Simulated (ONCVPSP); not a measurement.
## Before and after: ONCV potential for O

oxygen, optimised norm-conserving Vanderbilt (ONCV), made with ONCVPSP 4.0.1 (LDA (Perdew-Wang 92), scalar-relativistic). Core [He], reference 2s2 2p3 (charge +1). Waves: 2s: rc 0.95 bohr, ncon 4, nbas 8, qcut 5.4 1/bohr, local; 2p: rc 1.85 bohr, ncon 3, nbas 7, qcut 6.6 1/bohr, 2 projectors, debl 1.5 Ha; d scattering state at 0.22 Ha: rc 1.60 bohr, ncon 4, nbas 8, qcut 5.8 1/bohr, 2 projectors, debl 1.3 Ha. Local part: the s channel. Core correction: none.

All-electron outer shells of the reference configuration (LDA (PZ), scalar-relativistic, ld1.x):

| shell | level (eV) | outermost node (bohr) | outermost maximum (bohr) |
| --- | --- | --- | --- |
| 1s | -529.73 | – | 0.13 |
| 2s | -39.40 | 0.28 | 0.86 |
| 2p | -24.59 | – | 0.78 |

Change: p: rc 2.7.

Cutoffs: the cutoffs (Ha) at which the residual kinetic energy of the hardest occupied pseudo-wave falls to 1 and 0.1 mHa per electron; they do not see the model core or the augmentation charge, which bear on the density cutoff. Errors are all-electron minus pseudo energies relative to the spin-unpolarised reference configuration.

**Question.** How do hardness, ghosts and transferability respond?

**Answer.** The potential gets neither clearly harder nor softer (164 Ha and 199 Ha → 164 Ha and 199 Ha); the s channel sets the loose cutoff, while the largest relative change is in p, which becomes softer; of the 4 tests that both files solve, the error grows in 4 and shrinks in 0 by more than 15 % and 0.3 meV (median size 235.4 → 533.3 meV); neither file shows a bound ghost. More of the atom is replaced by a form fitted at one configuration, so other configurations suffer.

```csv
quantity,base,changed
"cutoff, loose",164 Ha,164 Ha
"cutoff, tight",199 Ha,199 Ha
loose cutoff by channel,"s 164 Ha, p 17 Ha","s 164 Ha, p 13 Ha"
bound ghosts,none,none
GHOST(+) flags under 300 eV,none,none
"error for 2s2 2p4, meV [ΔE -16.58 eV]",+128,+332
"error for 2s2 2p2, meV [ΔE 33.71 eV]",+343,+735
"error for 2s2 2p1, meV [ΔE 87.68 eV]",+1946,+3837
"error for 2s2 2p3.5, meV [ΔE -10.22 eV]",+44,+106
s: phases at 0.96 bohr within 0.05 rad from the reference energy up to (Ha; the scan ends near 5),3.5,3.5
d: phases at 1.63 bohr within 0.05 rad from the reference energy up to (Ha; the scan ends near 5),to the end of the scan,to the end of the scan
```

Changed file: These tests converged, but a pseudo level misses the all-electron one widely, so the file describes the atom poorly there or has found another state: 2s2 2p1: 2p by 4.8 eV.
